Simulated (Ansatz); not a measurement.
Geometry optimisation, RKS PBE0/def2-SVP in Ansatz 0.2.0.

The input (input.yaml):

```yaml
crystal:
  periodic: [false, false, false]
  atoms:
    - { symbol: B, position_ang: [0.082542, -0.288511, 0.362637] }
    - { symbol: "N", position_ang: [0.011877, -0.340453, 1.842898] }
    - { symbol: H, position_ang: [-0.854644, -0.578432, 2.306114] }
    - { symbol: H, position_ang: [0.840963, -0.479236, 2.407017] }
    - { symbol: O, position_ang: [1.314302, -0.27682, -0.202027] }
    - { symbol: H, position_ang: [1.283453, -0.203239, -1.159148] }
    - { symbol: H, position_ang: [-0.942457, -0.261226, -0.276783] }
    - { symbol: Br, position_ang: [-0.310315, 2.93853, 0.410128] }
    - { symbol: H, position_ang: [-0.157421, 1.870986, 1.455664] }
basis:
  gaussian: { orbitals: def2-SVP }
hamiltonian:
  xc: pbe0
relax:
  f_tol: 0.03
  max_steps: 50
```

Run as:

```bash
$ ansatz run input.yaml --threads 2 --pin off --max-ram 3072MiB --backend cpu --events-out ev --progress --plain --runs-dir out
```

Q: Where does it end, and by what steps?

A: The run converged. After 9 steps the energy has fallen by 0.258 eV; Br8 moved furthest, 1.02 Å.

| step | energy less start (eV) | largest force component (eV/Å) | accepted |
| --- | --- | --- | --- |
| 0 | 0.0000 | 2.125 | yes |
| 1 | -0.1312 | 1.210 | yes |
| 2 | -0.1912 | 0.435 | yes |
| 3 | -0.2200 | 0.283 | yes |
| 4 | -0.2441 | 0.267 | yes |
| 5 | -0.2517 | 0.170 | yes |
| 6 | -0.2558 | 0.147 | yes |
| 7 | -0.2572 | 0.082 | yes |
| 8 | -0.2572 | 0.117 | no |
| 9 | -0.2579 | 0.022 | yes |

```xyz
9
Properties=species:S:1:pos:R:3
B 0.129 -0.455 0.260
N 0.010 -0.075 1.623
H -0.855 -0.216 2.129
H 0.828 -0.050 2.222
O 1.374 -0.533 -0.276
H 1.364 -0.734 -1.215
H -0.873 -0.664 -0.387
Br -0.466 3.273 1.365
H -0.242 1.836 1.426
```

Time of the run: 27 s on 2 threads of Arm Neoverse V1 (shared host), peak memory 0.21 GiB.
